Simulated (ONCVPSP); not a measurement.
# manganese ONCV: all-electron and pseudo phase curves

Mn, optimised norm-conserving Vanderbilt (ONCV), made with ONCVPSP 4.0.1 (PBE, fully relativistic). Core [Ne], reference 3s2 3p6 3d5 4s2. Waves: 3s+4s: rc 1.55 bohr, ncon 4, nbas 9, qcut 6.3 1/bohr, 2 projectors; 3p: rc 0.90 bohr, ncon 4, nbas 9, qcut 8 1/bohr, 2 projectors, debl 2.7 Ha; 3d: rc 1.85 bohr, ncon 4, nbas 8, qcut 10 1/bohr, 2 projectors, debl 3.3 Ha. Local part: polynomial inside 0.75 bohr (lpopt 5, dvloc0 0 Ha). Core correction: none.

Open shells are filled in proportion to 2j + 1.

The phase is arctan(r·R′/R) of the radial function R(r), unwrapped; energies in Ha, scanned from -5 to 5 Ha. A pole is an energy at which the radial function vanishes at the test radius. The pseudo phase is shifted by a multiple of π to meet the all-electron one at the reference energy, and phase errors are pseudo minus all-electron; the curves can meet again beyond the range given. Levels narrower than the energy grid can be missing from the lists of poles.

```json
{"channel": "s", "radius (bohr)": "1.57", "reference energy (Ha)": "-0.19", "poles, all-electron": "-2.86", "poles, pseudo": "-2.86", "unbroken range about the reference energy with phases within 0.05 rad": "the whole range", "phase error 1 Ha above the reference energy (rad)": "-0.003"}
{"channel": "p3/2", "radius (bohr)": "0.92", "reference energy (Ha)": "-1.99", "poles, all-electron": "3.58", "poles, pseudo": "3.58", "unbroken range about the reference energy with phases within 0.05 rad": "the whole range", "phase error 1 Ha above the reference energy (rad)": "-0.000"}
{"channel": "p1/2", "radius (bohr)": "0.92", "reference energy (Ha)": "-2.04", "poles, all-electron": "3.42", "poles, pseudo": "3.42", "unbroken range about the reference energy with phases within 0.05 rad": "the whole range", "phase error 1 Ha above the reference energy (rad)": "-0.000"}
{"channel": "d5/2", "radius (bohr)": "1.88", "reference energy (Ha)": "-0.25", "poles, all-electron": "0.06, 4.67", "poles, pseudo": "0.06, 4.67", "unbroken range about the reference energy with phases within 0.05 rad": "the whole range", "phase error 1 Ha above the reference energy (rad)": "-0.001"}
{"channel": "d3/2", "radius (bohr)": "1.88", "reference energy (Ha)": "-0.25", "poles, all-electron": "0.05, 4.66", "poles, pseudo": "0.05, 4.66", "unbroken range about the reference energy with phases within 0.05 rad": "the whole range", "phase error 1 Ha above the reference energy (rad)": "-0.001"}
```

Phases in the p1/2 channel:

| E (Ha) | all-electron | pseudo |
| --- | --- | --- |
| -4.96 | 0.239 | 0.239 |
| -4.72 | 0.122 | 0.122 |
| -4.48 | -0.003 | -0.003 |
| -4.24 | -0.133 | -0.134 |
| -4.00 | -0.265 | -0.265 |
| -3.76 | -0.394 | -0.394 |
| -3.52 | -0.516 | -0.516 |
| -3.28 | -0.628 | -0.628 |
| -3.04 | -0.730 | -0.730 |
| -2.80 | -0.821 | -0.821 |
| -2.56 | -0.901 | -0.901 |
| -2.32 | -0.972 | -0.972 |
| -2.08 | -1.034 | -1.034 |
| -1.84 | -1.089 | -1.089 |
| -1.60 | -1.138 | -1.138 |
| -1.36 | -1.181 | -1.181 |
| -1.12 | -1.219 | -1.219 |
| -0.88 | -1.254 | -1.254 |
| -0.64 | -1.285 | -1.285 |
| -0.40 | -1.314 | -1.314 |
| -0.16 | -1.339 | -1.339 |
| 0.08 | -1.363 | -1.363 |
| 0.32 | -1.385 | -1.385 |
| 0.56 | -1.405 | -1.405 |
| 0.80 | -1.424 | -1.424 |
| 1.04 | -1.441 | -1.441 |
| 1.28 | -1.457 | -1.457 |
| 1.52 | -1.473 | -1.473 |
| 1.76 | -1.487 | -1.487 |
| 2.00 | -1.501 | -1.501 |
| 2.24 | -1.514 | -1.514 |
| 2.48 | -1.526 | -1.526 |
| 2.72 | -1.538 | -1.538 |
| 2.96 | -1.550 | -1.550 |
| 3.20 | -1.561 | -1.561 |
| 3.44 | -1.572 | -1.572 |
| 3.68 | -1.582 | -1.582 |
| 3.92 | -1.593 | -1.593 |
| 4.16 | -1.603 | -1.603 |
| 4.40 | -1.613 | -1.613 |
| 4.64 | -1.622 | -1.623 |
| 4.88 | -1.632 | -1.632 |
